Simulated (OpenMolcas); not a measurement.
Pt3+: moving or changing the point charges

Pt3+ among 4 point charges of -1 e arranged as a tetrahedron (Td), 2.26 Å from the ion.
```
   1.3048    1.3048    1.3048  -1.00
   1.3048   -1.3048   -1.3048  -1.00
  -1.3048    1.3048   -1.3048  -1.00
  -1.3048   -1.3048    1.3048  -1.00
```

| Quantity | Value |
| --- | --- |
| Program | OpenMolcas |
| Method | CASSCF |
| Basis | ANO-RCC-VDZP [7s6p4d2f] |
| Scalar Hamiltonian | DKH2, point nucleus |
| Active space | 7 electrons in 5 orbitals (5d) |
| State averaging | 2S+1 = 4 even, 10 roots; 2S+1 = 2 even, 40 roots |
| Spin-orbit coupling | state interaction with AMFI integrals over the reference wave functions |

Runs around this geometry, states (labels of Td). Energies in cm-1 above the lowest state or level, χT in cm3 K/mol; 10Dq and B are least-squares fits to the states below 45000 cm-1, weighted by degeneracy, with a free offset, and given where the rms deviation is under 5 % of |10Dq| (or 100 cm-1) and under 700 cm-1; 10Dq is negative for this site.

```
R (Å)  q (e)  Ground state  First state of that spin   10Dq  B (rms of fit)  First gap with spin-orbit (degeneracies)  χT at 300 K  First state of another spin
 2.26  -0.65           4A2                 4T2 915.9   -880        889 (16)                              449.3 (4, 4)        4.872                     2E 15312
 2.26     -1           4A2                  4T2 1351  -1290        888 (21)                              673.9 (4, 4)        4.663                     2E 15582
 2.51     -1           4A2                 4T2 851.7   -817        889 (15)                              416.7 (4, 4)        4.906                     2E 15270
```

Taking |10Dq| as R^-n, n = -ln(817 / 1290) / ln(2.51 / 2.26) = 4.4 between the shortest and longest distance. The point-charge formula for a cubic d site gives n = 5.

Scaling the charges by -0.65 / -1 = 0.65 scales |10Dq| by 880 / 1290 = 0.68; with fixed orbitals a first-order splitting would follow the charge.

Without dynamic correlation the repulsion within the d shell is too large (B by tens of per cent), so at a given field states of lower spin stand too high. The ground term spreads over less than 5000 cm-1, several times less than with real ligands, so orbital moments are less quenched and χT lies further from the spin-only value than at real sites. Spin-orbit coupling mixes the spin-free states strongly: the lowest level takes only 41 % from its leading state, 4T2, which lies 916 cm-1 above the lowest spin-free state (figures for R = 2.26, q = -0.65; the like holds for R = 2.26, q = -1, R = 2.51, q = -1). Point charges carry no covalency, so the field is a model and not that of real ligands. No measured value stands beside these numbers.
